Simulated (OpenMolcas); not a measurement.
Ru+: input and output

Input:

```
&GATEWAY
Coord
1

Ru 0.0 0.0 0.0
Basis=ANO-RCC-VDZ
Group=XYZ
NoMove
AngMom=0.0 0.0 0.0
AMFI
&SEWARD
Relativistic=R03O02
&RASSCF
FileOrb=start.orb
Symmetry=1
Spin=4
nActEl=7 0 0
Inactive=9 9
Ras2=5 0
CIRoot=10 10 1
SDav=10
CIMx=300
Iter=120 100
PrWF=0.3
OrbListing=Nothing
MaxOrb=0
Atom
>>> COPY $Project.JobIph JOB001
&RASSCF
FileOrb=start.orb
Symmetry=1
Spin=2
nActEl=7 0 0
Inactive=9 9
Ras2=5 0
CIRoot=35 35 1
SDav=40
CIMx=300
Iter=120 100
PrWF=0.3
OrbListing=Nothing
MaxOrb=0
Atom
>>> COPY $Project.JobIph JOB002
&RASSI
NrOfJobIphs=2 10 35
1 2 3 4 5 6 7 8 9 10
1 2 3 4 5 6 7 8 9 10 11 12 13 14 15 16 17 18 19 20 21 22 23 24 25 26 27
28 29 30 31 32 33 34 35
IphNames
JOB001
JOB002
EJob
SpinOrbit
DIPRint=1.0
SOCoupling=1000.0
Subsets=2
MEES
Property=10
'ANGMOM' 1 'ANGMOM' 2 'ANGMOM' 3 'MLTPL  1' 1 'MLTPL  1' 2 'MLTPL  1' 3
'AMFI' 1 'AMFI' 2 'AMFI' 3 'MLTPL  2' 6
SOProperty=3
'ANGMOM' 1 'ANGMOM' 2 'ANGMOM' 3
```

Launched by
```bash
OMP_NUM_THREADS=1 MOLCAS_MEM=2252 MOLCAS_PROJECT=a pymolcas a.inp > a.log  # once for each step of the input, in one work folder
```

A driver script runs the steps one by one and writes start.orb anew before each from the orbitals found so far.

Output, cut to the results:

```
--- SEWARD ---
Basis set label: RU.ANO-RCC...6S5P3D.

      Electronic valence basis set:
      ------------------
      Associated Effective Charge  44.000000 au
      Associated Actual Charge     44.000000 au
      Nuclear Model: Point charge

      Shell  nPrim  nBasis  Cartesian Spherical Contaminant
         s      21       6        X
         p      18       5        X
         d      13       3                 X
Relativistic=R03O02
                  Relativistic Douglas-Kroll-Hess integrals:
                    - DKH order of Hamiltonian: 3
                    - DKH order of Properties : 2
--- RASSCF ---
Wave function specifications:
      -----------------------------

      Number of closed shell electrons          36
      Number of electrons in active shells       7
      Max number of holes in RAS1 space          0
      Max nr of electrons in RAS3 space          0
      Number of inactive orbitals               18
      Number of active orbitals                  5
      Number of secondary orbitals              13
      Spin quantum number                      1.5
      State symmetry                             1
Orbital specifications:
      -----------------------

      Symmetry species                           1   2
                                                ag  au
      Frozen orbitals                            0   0
      Inactive orbitals                          9   9
      Active orbitals                            5   0
      RAS1 orbitals                              0   0
      RAS2 orbitals                              5   0
      RAS3 orbitals                              0   0
      Secondary orbitals                         7   6
      Deleted orbitals                           0   0
      Number of basis functions                 21  15
      Number of CSFs                            10
      Number of root(s) required                10
      Iter CI   SX   CI       RASSCF       Energy    max ROT     max BLB   max BLB  Level Ln srch  Step   QN
          iter iter root      energy       change     param      element    value   shift minimum  type update
 Nr of preliminary CI iterations:   1
      Total energies have been shifted. Add                -4000.00 au
        1   1    2    0  -527.84990970    0.00E+00   2.10E-08    7  13 2 -9.89E-08   0.00   0.00    SX    NO
        2   1    1    0  -527.84990970   -8.19E-12   0.00E+00    7  13 2  3.04E-08   0.00   0.00    SX    NO
        3   1    1    0  -527.84990970    9.09E-13   0.00E+00    7  13 2  3.04E-08   0.00   0.00    SX    NO
        4   1    1    0  -527.84990970   -3.64E-12   0.00E+00    7  13 2  3.04E-08   0.00   0.00    SX    NO
      Convergence after  4 iterations
        5   1    1    0  -527.84990970    0.00E+00   0.00E+00    7  13 2  3.04E-08   0.00   0.00    SX    NO
      Natural orbitals and occupation numbers for root  1
      sym 1:   1.706549   1.000000   1.706549   1.293451   1.293451
      Natural orbitals and occupation numbers for root  2
      sym 1:   1.000000   1.201896   1.798104   1.201896   1.798104
      Natural orbitals and occupation numbers for root  3
      sym 1:   1.678817   1.000000   1.321183   1.678817   1.321183
::    RASSCF root number  1 Total energy:  -4527.86615726
::    RASSCF root number  2 Total energy:  -4527.86615726
::    RASSCF root number  3 Total energy:  -4527.86615726
::    RASSCF root number  4 Total energy:  -4527.86615726
::    RASSCF root number  5 Total energy:  -4527.86615726
::    RASSCF root number  6 Total energy:  -4527.86615726
::    RASSCF root number  7 Total energy:  -4527.86615726
::    RASSCF root number  8 Total energy:  -4527.81199874
::    RASSCF root number  9 Total energy:  -4527.81199874
::    RASSCF root number 10 Total energy:  -4527.81199874
--- RASSCF ---
Wave function specifications:
      -----------------------------

      Number of closed shell electrons          36
      Number of electrons in active shells       7
      Max number of holes in RAS1 space          0
      Max nr of electrons in RAS3 space          0
      Number of inactive orbitals               18
      Number of active orbitals                  5
      Number of secondary orbitals              13
      Spin quantum number                      0.5
      State symmetry                             1
Orbital specifications:
      -----------------------

      Symmetry species                           1   2
                                                ag  au
...
--- RASSI ---
SPIN-FREE ENERGIES:
  (Shifted by EMIN (a.u.) =      -4527.8661572561)

 SF State       Relative EMIN(au)   Rel lowest level(eV)    D:o, cm**(-1)      L_eff

     1             0.0000000000        0.0000000000              0.0000         3.0
     2             0.0000000000        0.0000000000              0.0000         3.0
     3             0.0000000000        0.0000000000              0.0000         3.0
     4             0.0000000000        0.0000000000              0.0000         3.0
     5             0.0000000000        0.0000000000              0.0000         3.0
     6             0.0000000000        0.0000000000              0.0000         3.0
     7             0.0000000000        0.0000000000              0.0000         3.0
     8             0.0541585125        1.4737282019          11886.4196         1.0
     9             0.0541585125        1.4737282019          11886.4196         1.0
    10             0.0541585125        1.4737282019          11886.4196         1.0
    11             0.0569054406        1.5484759231          12489.3006         4.0
    12             0.0569054406        1.5484759231          12489.3006         4.0
    13             0.0569054406        1.5484759231          12489.3006         4.0
    14             0.0569054406        1.5484759231          12489.3006         4.0
    15             0.0569054406        1.5484759231          12489.3006         4.0
    16             0.0569054406        1.5484759231          12489.3006         4.0
    17             0.0569054406        1.5484759231          12489.3006         4.0
    18             0.0569054406        1.5484759231          12489.3006         4.0
    19             0.0569054406        1.5484759231          12489.3006         4.0
    20             0.0748987714        2.0380993983          16438.3802         4.1
    21             0.0748987714        2.0380993983          16438.3802         4.6
...
```

Levels above the lowest, from the spin-orbit matrix, grouped by J:

| Configuration | Term | J | E (cm⁻¹) | Measured (cm⁻¹) | g | Term weight % | Second |
| --- | --- | --- | --- | --- | --- | --- | --- |
| 4d⁷ | ⁴F | 9/2 | 0.0 | 0.0 | 1.331 | 99 |  |
| 4d⁷ | ⁴F | 7/2 | 1544 | 1523 | 1.238 | 100 |  |
| 4d⁷ | ⁴F | 5/2 | 2592 | 2494 | 1.030 | 99 |  |
| 4d⁷ | ⁴F | 3/2 | 3272 | 3104 | 0.404 | 99 |  |
| 4d⁷ | ⁴P | 5/2 | 12935 | 8257 | 1.597 | 99 |  |
| 4d⁷ | ⁴P | 3/2 | 13018 | 8478 | 1.669 | 84 | 15 ²P |
| 4d⁷ | ²G | 9/2 | 13247 |  | 1.099 | 91 | 8 ²H |
| 4d⁷ | ⁴P | 1/2 | 13977 | 9374 | 2.550 | 94 | 6 ²P |
| 4d⁷ | ²G | 7/2 | 14781 |  | 0.891 | 99 |  |
| 4d⁷ | ²P | 3/2 | 17378 |  | 1.255 | 61 | 24 ²D |
| 4d⁷ | ²H | 11/2 | 17561 |  | 1.091 | 100 |  |
| 4d⁷ | ²P | 1/2 | 18967 |  | 0.786 | 94 | 6 ⁴P |
| 4d⁷ | ²H | 9/2 | 19043 |  | 0.924 | 92 | 8 ²G |
| 4d⁷ | ²D | 5/2 | 19167 |  | 1.204 | 98 |  |
| 4d⁷ | ²D | 3/2 | 21761 |  | 0.939 | 74 | 23 ²P |
| 4d⁷ | ²F | 5/2 | 29588 |  | 0.857 | 100 |  |
| 4d⁷ | ²F | 7/2 | 30188 |  | 1.142 | 100 |  |

Against the 6 measured excited levels shown (NIST Handbook of Basic Atomic Spectroscopic Data) the mean absolute deviation is 2400 cm-1; the largest miss in energy is 4d⁷ ⁴P_5/2: computed 12935, measured 8257 cm⁻¹ (+56.7 %).

Configurations with an s electron lie low at this charge and mix in, so terms can be misplaced. Without dynamic correlation excited terms often stand tens of per cent too high (terms of higher spin than the ground term too low), and those without a measured partner can miss by more than the paired ones. Measured partners are found by configuration, term and J. A level has none where our copy of the source lacks it or the pairing is in doubt (some pairs that miss far off the trend of their configuration count as doubtful), and it then counts in no deviation. Only configurations of the active space appear. The first state left out of the spin-orbit step lies near 45000 cm-1 above the lowest spin-free state of the reference (among the parities and spins computed), and the list stops at four fifths of that energy or lower.

The term weight is that of the spin-free term in the level, not the purity of its configuration.
